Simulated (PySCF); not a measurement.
Lithium: a sound run and one with changed settings

Sound run: Li⁺ 1s2, Li²⁺ 1s1. Calculation: PySCF 2.14, in x2c-TZVPall (5s3p, 14 functions); scalar relativity by spin-free X2C-1e. The sound run starts from symmetry-adapted Hartree-Fock orbitals and uses a fine grid where one is needed.

Changed run: radial step 0.5 in ln r (0.13 in the sound run). This setting is unsound on purpose.

```csv
species,method,sound run (hartree),changed run (hartree),converged
Li⁺,UHF,-7.23700,-7.23700,yes
Li⁺,M06-2X,-7.28347,-7.28419,yes
Li⁺,BP86,-7.27707,-7.27675,yes
Li²⁺,UHF,-4.49927,-4.49927,yes
Li²⁺,M06-2X,-4.49466,-4.50131,yes
Li²⁺,BP86,-4.48753,-4.48740,yes
```

Ionisation energy of Li⁺:

```
method  sound run (eV)  changed run (eV)
   UHF          74.497            74.497
M06-2X          75.887            75.726
  BP86          75.907            75.902
```

A coarse radial grid mis-integrates the density and the exchange-correlation energy, with errors of either sign; Hartree-Fock needs no grid.

For comparison, NIST gives 75.640 eV between the lowest levels.
